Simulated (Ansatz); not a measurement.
CH$_{3}$FGeO (`C[O][Ge][F]`), relaxed with RKS PBE-D4/def2-SVP in Ansatz from a rough embedded geometry. The force threshold is 0.03 eV/Å; the program also tests the step.

The species carries charge 0 and has multiplicity 1.

Start:

```xyz
7

C     0.774    0.190    0.077
O     0.111   -1.032   -0.010
Ge   -1.563   -0.682    0.453
F    -2.473    0.095   -0.798
H     0.424    0.912   -0.644
H     0.860    0.555    1.122
H     1.869   -0.037   -0.200
```

```
step  energy (eV)  largest force (eV/Å)  largest move (Å)
   1  -62342.3101                 2.774             0.000
   2  -62342.7752                 1.001             0.193
   3  -62342.8970                 1.185             0.195
   4  -62343.0348                 1.374             0.194
   5  -62343.2059                 0.359             0.199
   6  -62343.2111                 0.360             0.097
   7  -62343.2268                 0.140             0.105
   8  -62343.2284                 0.055             0.033
   9  -62343.2288                 0.025             0.035
```

End:

```xyz
7

C     0.778    0.223    0.113
O    -0.001   -0.895    0.513
Ge   -1.738   -1.184    0.148
F    -2.057    0.293   -0.813
H     0.201    0.939   -0.510
H     1.156    0.754    1.013
H     1.661   -0.129   -0.464
```

It took 13 s on 2 threads of a server CPU on a shared host, with 0.16 GiB of host memory at the peak.
